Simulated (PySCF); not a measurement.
Isomers of C6H8O2S, one GFN2-xTB conformer each. Single-point energies are computed at PBE0/pcSseg-1 (PySCF, gas phase, no added dispersion term), electronic only.

Question: Rank them by PBE0/pcSseg-1 energy, lowest first (kJ/mol).
A. `[CH3:1][S:2](=[O:3])(=[O:4])[C:5]1=[CH:6][CH2:7][CH:8]=[CH:9]1` with C1–S2–C5–C6 -104°
B. `[O:1]=[CH:2][O:3][C@@H:4]1[CH2:5][CH2:6][C:7](=[S:8])[CH2:9]1` with O1–C2–O3–C4 0°, C2–O3–C4–C5 -164°, O3–C4–C5–C6 -81°, C4–C5–C6–C7 -30°, C5–C6–C7–S8 -168°, C6–C7–C9–C4 10°
C. `[O:1]=[CH:2][O:3]/[CH:4]=[C:5]1/[CH2:6][CH2:7][CH2:8][S:9]1` with O1–C2–O3–C4 0°, C2–O3–C4–C5 179°, C4–C5–C6–C7 154°, C5–C6–C7–C8 43°, C6–C7–C8–S9 -42°, C7–C8–S9–C5 24°

Answer: B (0.0), C (13.8), A (259.7).

As drawn, the lowest has a C=O bond, a C(=O)–O unit and a C=S bond, which the highest lacks; the highest has an S=O bond and a C=C bond outside aromatic rings, which the lowest lacks. GFN2-xTB itself gives, in the same order: 0.0, 18.9, 166.2. Both levels put the same isomer lowest; measured from each level's own lowest isomer, the values differ by up to 93.5 kJ/mol (CS(=O)(=O)C1=CCC=C1: 166.2 against 259.7).

Question: Which frontier levels, dipoles and rotational constants go with these structures?

Answer: 
| SMILES | HOMO (eV, PBE0/pcSseg-1) | LUMO (eV) | dipole (D) | A, B, C (MHz) |
| --- | --- | --- | --- | --- |
| O=CO[C@@H]1CCC(=S)C1 | -6.41 | -2.14 | 2.99 | 2698, 833.4, 712.3 |
| O=CO/C=C1/CCCS1 | -6.08 | -0.39 | 3.41 | 3836, 713.4, 614.0 |
| CS(=O)(=O)C1=CCC=C1 | -7.22 | -1.44 | 5.38 | 2959, 1004, 915.9 |

Question: As an exercise, what shares would exp(−E/RT) give at 500 K from these electronic energies alone (no entropy, no degeneracies)?

Answer: RT = 4.157 kJ/mol: O=CO[C@@H]1CCC(=S)C1 96.5 %, O=CO/C=C1/CCCS1 3.5 %, CS(=O)(=O)C1=CCC=C1 under 0.1 %.
